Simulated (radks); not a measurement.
The numbers below are computed, except where a source is named.
Polarisability of the tin ion Sn2+, [Kr] 4d10 5s2, at imaginary frequency. Level of theory: scalar-relativistic Kohn-Sham, LDA (Slater exchange, VWN5 correlation), spin-polarised, spherical densities, finite nucleus; Fermi nuclear charge, rms radius 4.6519 fm (a radial shooting solver on a logarithmic mesh with Libxc functionals). Response by self-consistent Sternheimer equations with the Hartree and adiabatic LDA kernel, the relativistic mass of each level held fixed and spin-orbit coupling left out.

| w (hartree) | alpha1(iw) (bohr^3) | alpha2(iw) (bohr^5) |
|---|---|---|
| 0.00266 | 14.36 | 52.71 |
| 0.0143 | 14.35 | 52.69 |
| 0.0360 | 14.26 | 52.57 |
| 0.0697 | 13.98 | 52.19 |
| 0.118 | 13.32 | 51.23 |
| 0.186 | 12.08 | 49.19 |
| 0.280 | 10.21 | 45.37 |
| 0.413 | 7.954 | 39.15 |
| 0.605 | 5.799 | 30.60 |
| 0.892 | 4.047 | 21.13 |
| 1.35 | 2.710 | 12.80 |
| 2.12 | 1.668 | 6.815 |
| 3.59 | 0.8558 | 3.104 |
| 6.94 | 0.3167 | 1.067 |
| 17.5 | 0.07084 | 0.1994 |

Static values: alpha1 = 14.37 bohr^3 (2.129 angstrom^3; uncoupled 27.31), alpha2 = 52.71 bohr^5, alpha3 = 377.2 bohr^7. C6 = 80.62, C8 = 1744, triple-dipole C9 = 781.4 atomic units. One-pole (London) frequency 4 C6 / (3 alpha1^2) = 0.521 hartree, against 0.975 for minus the highest occupied eigenvalue.
